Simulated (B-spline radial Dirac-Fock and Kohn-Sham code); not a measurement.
**What relativity does to the binding energies of Nd⁴⁺**

System: neodymium as Nd⁴⁺, [Xe] 4f2.

Both columns are ΔSCF binding energies of the configuration average from a radial B-spline solver: non-relativistic Hartree-Fock with a point nucleus, and Dirac-Fock with a finite nucleus and the Coulomb interaction alone, averaged over the two j levels with weights 2j+1.

| shell | Hartree-Fock (eV) | Dirac-Fock (eV) | shift (eV) | shift (%) |
| --- | --- | --- | --- | --- |
| 1s | 41545.2 | 43801.8 | +2256.68 | +5.43 |
| 2s | 6642.2 | 7213.6 | +571.40 | +8.60 |
| 2p | 6280.3 | 6456.7 | +176.35 | +2.81 |
| 3s | 1517.6 | 1647.0 | +129.34 | +8.52 |
| 3p | 1358.9 | 1401.7 | +42.86 | +3.15 |
| 3d | 1065.9 | 1051.7 | -14.19 | -1.33 |
| 4s | 359.2 | 388.3 | +29.11 | +8.10 |
| 4p | 296.6 | 304.8 | +8.10 | +2.73 |
| 4d | 184.8 | 180.5 | -4.24 | -2.29 |
| 4f | 62.14 | 57.32 | -4.82 | -7.76 |
| 5s | 88.26 | 93.29 | +5.02 | +5.69 |
| 5p | 67.46 | 68.36 | +0.89 | +1.32 |

Relativity binds 1s, 2s, 2p, 3s, 3p, 4s, 4p, 5s, 5p more strongly, among those listed most of all 2s in relative terms, and 3d, 4d, 4f more weakly, because the contracted s and p shells screen the nucleus better.

Values without a named source are computed, but for edge energies of neutral atoms, which are taken from tables.
